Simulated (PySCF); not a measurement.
SMILES c1csc2c1sc(-c1cccs1)c2 (GFN2-xTB optimised geometry):

```
19

C      4.082    -0.708     0.000
C      4.259     0.640     0.000
S      2.766     1.492     0.000
C      1.874    -0.004     0.000
C      0.447    -0.004     0.000
C     -0.394     1.079     0.000
C     -1.741     0.689     0.000
S     -3.255     1.524     0.000
C     -4.104     0.014     0.000
C     -3.290    -1.073     0.000
C     -1.935    -0.689     0.000
S     -0.426    -1.529     0.000
C      2.725    -1.079     0.000
H      4.893    -1.414     0.000
H      5.176     1.193     0.000
H     -0.048     2.096     0.000
H     -5.176     0.031     0.000
H     -3.635    -2.090     0.000
H      2.377    -2.096     0.000
```

Method: B3LYP/def2-SVP run with PySCF.

Question: What are the frontier orbital energies and the dipole moment?

Answer: HOMO-2 -7.11 eV, HOMO-1 -6.36 eV, HOMO -5.45 eV, LUMO -1.59 eV, LUMO+1 -0.06 eV; dipole moment 0.38 D.

Meta-Löwdin charges at B3LYP/def2-SVP: C1 -0.12, C2 -0.23, S3 0.25, C4 -0.10, C5 -0.09, C6 -0.15, C7 -0.12, S8 0.24, C9 -0.22, C10 -0.13, C11 -0.12, S12 0.22, C13 -0.14, H14 0.11, H15 0.13, H16 0.12, H17 0.13, H18 0.12, H19 0.11.
